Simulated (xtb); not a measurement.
C₆H₁₂O₂, charge +1, doublet, at a GFN2-xTB geometry of the parent state (a state made from the parent by changing its charge; the spin is typed, not shown lowest); xtb 6.7.1 with GFN2-xTB.

xtb was given this input:
```
$ xtb mol.xyz --gfn 2 --chrg 1 --uhf 1 --json

# file mol.xyz
20

C     -3.89440677     0.59454652    -0.33914431
C     -2.68001968    -0.31588928    -0.20491072
C     -1.38482384     0.48734588    -0.11951388
C     -0.17218977    -0.42092200     0.01524335
O      1.00033746     0.39177182     0.08275542
C      2.16802990    -0.25184192     0.17766581
C      3.31561892     0.72248799     0.23727749
O      2.26799694    -1.44948390     0.20894184
H     -3.81830555     1.20228703    -1.23782775
H     -4.80696323     0.00670346    -0.39843415
H     -3.96943663     1.25962206     0.51805895
H     -2.78316202    -0.93130463     0.69123698
H     -2.63196905    -0.98823606    -1.06403610
H     -1.41976689     1.15834622     0.74057834
H     -1.26798427     1.09989802    -1.01525903
H     -0.23298041    -1.03303909     0.92249391
H     -0.08587689    -1.09870449    -0.84185072
H      3.18703026     1.38072010     1.09268432
H      3.31828247     1.33210993    -0.66271262
H      4.25120428     0.17893113     0.32178314
```

It wrote (shortened):

```
   ID    Z sym.   atoms
    1    6 C      1-4, 6, 7
    2    8 O      5, 8
    3    1 H      9-20

           -------------------------------------------------
          |                Calculation Setup                |
           -------------------------------------------------

           -------------------------------------------------
          |                 G F N 2 - x T B                 |
           -------------------------------------------------

          ...................................................
          :                      SETUP                      :
          :.................................................:
          :  # basis functions                  44          :
          :  # atomic orbitals                  44          :
          :  # shells                           28          :
          :  # electrons                        47          :
          :  max. iterations                   250          :
          :  Hamiltonian                  GFN2-xTB          :
          :  restarted?                      false          :
          :  GBSA solvation                  false          :
          :  PC potential                    false          :
          :  electronic temp.          300.0000000     K    :
          :  accuracy                    1.0000000          :
          :  -> integral cutoff          0.2500000E+02      :
          :  -> integral neglect         0.1000000E-07      :
          :  -> SCF convergence          0.1000000E-05 Eh   :
          :  -> wf. convergence          0.1000000E-03 e    :
          :  Broyden damping             0.4000000          :
          :  net charge                          1          :
          :  unpaired electrons                  1          :
          ...................................................

 iter      E             dE          RMSdq      gap      omega  full diag
   1    -26.8208658 -0.268209E+02  0.385E+00    6.09       0.0  T
   2    -26.8305769 -0.971106E-02  0.267E+00    3.36       1.0  T
   3    -26.8342397 -0.366286E-02  0.215E+00    5.30       1.0  T
   4    -26.8790511 -0.448114E-01  0.142E+00    4.86       1.0  T
   5    -26.9109885 -0.319374E-01  0.589E-01    5.20       1.0  T
   6    -26.8628903  0.480982E-01  0.129E+00    5.23       1.0  T
   7    -26.8875580 -0.246677E-01  0.102E+00    5.02       1.0  T
   8    -26.9190526 -0.314946E-01  0.255E-01    5.25       1.0  T
[...]
         :: total energy             -26.602510057985 Eh    ::
[...]
 ---------------------------------------------------------------------------
     1   6 C    3.892 --     2 C    1.050    10 H    0.955     9 H    0.915
                            11 H    0.914
     2   6 C    3.891 --     1 C    1.050     3 C    1.013    12 H    0.886
                            13 H    0.885
     3   6 C    3.920 --     2 C    1.013     4 C    1.010    15 H    0.910
                            14 H    0.910
     4   6 C    3.894 --     3 C    1.010    17 H    0.942    16 H    0.942
                             5 O    0.935
     5   8 O    2.310 --     6 C    1.151     4 C    0.935     8 O    0.151
     6   6 C    3.878 --     8 O    1.746     5 O    1.151     7 C    0.923
     7   6 C    3.847 --    20 H    0.971    18 H    0.934    19 H    0.933
                             6 C    0.923
     8   8 O    2.016 --     6 C    1.746     5 O    0.151
     9   1 H    0.946 --     1 C    0.915
    10   1 H    0.966 --     1 C    0.955
    11   1 H    0.946 --     1 C    0.914
    12   1 H    0.927 --     2 C    0.886
    13   1 H    0.927 --     2 C    0.885
    14   1 H    0.947 --     3 C    0.910
    15   1 H    0.947 --     3 C    0.910
    16   1 H    0.976 --     4 C    0.942
    17   1 H    0.977 --     4 C    0.942
    18   1 H    0.975 --     7 C    0.934
    19   1 H    0.974 --     7 C    0.933
    20   1 H    0.983 --     7 C    0.971
 ---------------------------------------------------------------------------

Topologies differ in total number of bonds
Writing topology from bond orders to xtbtopo.mol

molecular dipole:
                 x           y           z       tot (Debye)
 q only:       -1.450       0.895      -0.141
   full:       -1.394       0.888      -0.134       4.216
molecular quadrupole (traceless):
                xx          xy          yy          xz          yz          zz
 q only:       30.799       5.147     -15.485       3.558       0.344     -15.313
  q+dip:       27.528       5.779     -15.897       2.985       0.503     -11.631
   full:       28.584       5.992     -16.528       3.109       0.512     -12.056

           -------------------------------------------------
          | TOTAL ENERGY              -26.602510057985 Eh   |
          | GRADIENT NORM               0.033504083520 Eh/α |
          | HOMO-LUMO GAP               5.228476600188 eV   |
           -------------------------------------------------

normal termination of xtb
```
